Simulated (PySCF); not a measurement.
**As (arsenic, neutral) across methods**

[Ar] 3d10 4s2 4p3, high-spin 4S determinant. Calculation: PySCF 2.14, in def2-QZVPPD (12s7p5d4f1g, 95 functions); no relativity, point nucleus.

```
 method  E (hartree)  mean ε 4s α (eV)  mean ε 4s β (eV)  mean ε 4p α (eV)  Σ⟨r²⟩ (bohr²)   ⟨S²⟩
    UHF  -2234.23915           -22.192           -15.129           -10.072          41.02  3.751
 PBEsol    -2233.966           -14.762           -12.440            -5.935          40.76  3.751
   PBE0    -2235.587           -16.809           -13.444            -7.129          40.65  3.751
    LDA    -2232.571           -14.881           -12.854            -5.990          40.85  3.750
    PBE    -2235.522           -14.761           -12.454            -5.945          40.87  3.751
   BP86    -2236.126           -14.848           -12.693            -6.000          40.79  3.751
 r2SCAN    -2235.848           -15.581           -12.474            -6.339          40.48  3.751
LC-wPBE    -2235.556           -20.365           -16.337            -9.812          40.37  3.752
```

Question: Estimate the same row for wB97X-V.

Answer: E (hartree) = -2235.643; mean ε 4s α (eV) = -19.614; mean ε 4s β (eV) = -16.109; mean ε 4p α (eV) = -9.247; Σ⟨r²⟩ (bohr²) = 40.75; ⟨S²⟩ = 3.750.
